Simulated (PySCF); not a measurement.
# One molecule, several mistakes: C2GeH8Si

Calculated results; nothing here was measured. They come from PySCF 2.14.0, an open-source quantum chemistry program, on an isolated molecule that a program drew, which may never have been made. The molecule is C2GeH8Si (charge 0, singlet), drawn as the SMILES string `[CH2]=[GeH][CH2][SiH3]`.

Each row is a Hartree-Fock (HF) and frozen-core CCSD(T) single point in the cc-pV(D+d)Z basis, meant for a local HF minimum. Run 1 is clean. Each other run has one planted mistake out of seven kinds, and not every kind appears here: one electron removed, one electron added, multiplicity raised by two, geometry at a saddle point, minimal basis STO-3G, one bond length entered in bohr, all coordinates scaled. The reference is restricted for singlets and unrestricted otherwise, and also for a bond in bohr. Adding or removing an electron swaps singlet and doublet. Electrons count all cores. HOMO and LUMO are orbital energies over both spins, the gradient is its largest component, and the lowest frequency (negative if imaginary) is given only where the gradient is small. Bond lengths are over the 11 bonds as drawn. T1 is the CCSD diagnostic: over 0.02 (restricted) or 0.045 (unrestricted) a single reference is doubtful. Germanium has the cc-pVDZ-PP basis, with a core potential (ECP10MDF) in place of its 10 inner electrons, and its 3s, 3p and 3d shells are frozen in CCSD(T).

Geometry of the clean run:
```xyz
12
C2GeH8Si, angstrom
C     1.9327   -1.1225    0.8142
Ge    0.8648   -2.4136    1.3503
C    -1.0836   -2.2890    1.4218
Si   -2.0357   -3.3443    0.1802
H     3.0073   -1.2537    0.7980
H     1.5527   -0.1596    0.4960
H     1.4075   -3.7662    1.7938
H    -1.3502   -1.2378    1.2800
H    -1.3970   -2.5708    2.4323
H    -3.4937   -3.2122    0.4130
H    -1.6597   -4.7706    0.3298
H    -1.7289   -2.9133   -1.2029
```

```
run,electrons,basis functions,<S^2>,HOMO (eV),LUMO (eV),gradient (hartree/bohr),lowest frequency (cm^-1),mean bond (Å),longest bond (Å),T1,HF (hartree),CCSD(T) (hartree),mistake
1,66,114,0.000,-8.06,2.54,1.6e-05,42,1.4476,1.954,0.0125,-662.64605,-663.21174,no fault
2,66,114,2.028,-5.59,0.97,9.5e-02,-,1.4476,1.954,0.0109,-662.58083,-663.10743,multiplicity raised by two
3,65,114,0.757,-16.46,-5.85,6.3e-02,-,1.4476,1.954,0.0133,-662.40352,-662.91727,one electron removed
4,67,114,0.775,1.09,7.87,4.3e-02,-,1.4476,1.954,0.0141,-662.58032,-663.15364,?
```

**Which mistake was planted in run 4, and what did it cost?**

It counts 67 electrons, one more than the clean run, at the same geometry and basis. So the mistake is: one electron added. Subtracting run 1 and multiplying by 627.51 kcal/mol a hartree, the energy moved by 41.2 kcal/mol in HF and 36.5 kcal/mol in CCSD(T).

Cautions from the logs. Run 4: the HOMO is above zero, so the electron isn't bound and the energy depends on the basis.
